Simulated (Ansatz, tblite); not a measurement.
Forces on the cluster TaO4 at its r2SCAN-D4/def2-SVP geometry. Charge 0, multiplicity 2.

In the def2 sets Ta takes a core potential; there is no spin–orbit coupling. The xTB rows come from tblite. The structure holds one bond between oxygen atoms, so isomers without such links may lie far lower. No other spin state of charge 0 was run. The structure comes from a short search, and lower isomers may exist.

GFN1-xTB (tblite), largest force 2.92 eV/Å:

```xyz
5
positions Å, forces eV/Å
Ta    0.244    0.486    0.254   -1.704   -2.254   -0.731
O     0.848   -0.803   -1.402   -0.833    0.924    1.505
O    -0.297   -1.178   -0.845    0.987    1.291    0.403
O    -1.107    1.580    0.089    1.152   -0.424   -0.106
O     0.312   -0.085    1.904    0.398    0.463   -1.071
```

GFN2-xTB (tblite), largest force 1.26 eV/Å:

```
Ta -0.136 -0.645 -0.484
O -0.867 0.223 0.889
O 0.765 0.409 -0.231
O -0.011 0.158 -0.252
O 0.249 -0.144 0.079
```

PBE-D4/def2-TZVP (Ansatz), largest force 0.70 eV/Å:

```
Ta 0.348 -0.185 -0.441
O 0.604 0.205 -0.284
O -0.598 -0.177 0.301
O -0.389 0.324 -0.058
O 0.034 -0.167 0.481
```
